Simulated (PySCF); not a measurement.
A structure optimised at PBE0-D3(BJ)/def2-SVP, used in a PySCF frequency run:

```xyz
12

In    -0.0930     0.0393     0.0000
F     -1.8944    -0.7878     0.0000
C     -0.1725     2.1634     0.0000
C      0.9162     2.9411     0.0000
H     -1.1611     2.6385     0.0000
H      0.8446     4.0365     0.0000
H      1.9355     2.5378     0.0000
C      1.2686    -1.5913     0.0000
C      0.7509    -2.8257     0.0000
H      2.3565    -1.4582     0.0000
H      1.3844    -3.7224     0.0000
H     -0.3324    -2.9923     0.0000
```
Charge 0, spin multiplicity 1.

### Question
Write its SMILES, formula and point group.

### Answer
C=[CH][In]([F])[CH]=C, C₄H₆FIn, Cs

### Question
What are its rotational constants (standard atomic weights)?

### Answer
4.2548, 1.4296, 1.0701 GHz
